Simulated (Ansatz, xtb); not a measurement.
## C4H7NO3S: which of two isomers lies lower

We compare a, `NC(=O)[C@@H]1CCS1(=O)=O`, a singlet, with b, `[H]/N=C\[C@@H](C(=O)O)[S@@](C)=O`, a singlet. Both are isolated molecules in the gas phase, relaxed with r2SCAN-D4/def2-SVP, each in the lowest conformer that the search found.

Quicker runs give these differences E(b) − E(a): GFN2-xTB +16.5 kcal/mol; HF/STO-3G −107.0 kcal/mol (at GFN2-xTB geometries); r2SCAN-D4/def2-SVP//GFN2-xTB −0.2 kcal/mol.

Q: Which of the two would you expect CCSD(T)/def2-SVP + ΔMP2/def2-TZVPP electronic energies to favour?

A: Not settled: CCSD(T)/def2-SVP + ΔMP2/def2-TZVPP gives E(b) − E(a) = +10.6 kcal/mol, but this leans on the basis-set step: CCSD(T) alone gives −9.4 kcal/mol.

The same difference at several levels:

| level | geometry | E(b) − E(a) (kcal/mol) | departure from the last row (kcal/mol) | job, with rough time for the two |
| --- | --- | --- | --- | --- |
| GFN2-xTB | GFN2-xTB | +16.5 | +5.9 | optimisation, 0.56 s |
| HF/STO-3G | GFN2-xTB | −107.0 | −117.6 | single point, 0.62 s |
| r2SCAN-D4/def2-SVP//GFN2-xTB | GFN2-xTB | −0.2 | −10.8 | single point, 5.7 s |
| r2SCAN-D4/def2-SVP | r2SCAN-D4/def2-SVP | −0.3 | −10.9 | optimisation, 1.7 min |
| HF/def2-SVP | r2SCAN-D4/def2-SVP | −9.3 | −19.9 | part of the CCSD(T) run |
| MP2/def2-SVP | r2SCAN-D4/def2-SVP | −3.9 | −14.4 | part of the CCSD(T) run |
| CCSD(T)/def2-SVP | r2SCAN-D4/def2-SVP | −9.4 | −20.0 | single point |
| CCSD(T)/def2-SVP + ΔMP2/def2-TZVPP | r2SCAN-D4/def2-SVP | +10.6 |  | single point, 3.9 min |

As drawn, b has 1 C=N, 1 C–O, 1 O–H in place of 1 C–N, 1 C–C, 1 O=S, 1 N–H. Structure a has a 4-membered ring, b no ring.

HF/STO-3G, HF/def2-SVP, MP2/def2-SVP, CCSD(T)/def2-SVP put the two in the other order. r2SCAN-D4/def2-SVP//GFN2-xTB, r2SCAN-D4/def2-SVP find them nearly level. The largest departure from CCSD(T)/def2-SVP + ΔMP2/def2-TZVPP is that of HF/STO-3G, 117.6 kcal/mol. The last row adds to CCSD(T) the change of the MP2 difference between the two basis sets, here +20.0 kcal/mol, a large step that makes the value less sure.

With thermal terms from frequencies at re-optimised GFN2-xTB minima (ideal gas, soft modes damped towards free rotors, one conformer each, 298.15 K, 1 atm): on the last row, ΔE + ΔZPE = +8.5, ΔH = +9.4, ΔG = +7.2 kcal/mol.

The correlated steps freeze 13 core orbitals. Codes used: Ansatz 0.2.0, xtb 6.7.1; the last row on 4 threads of Arm Neoverse V1 on a shared host.
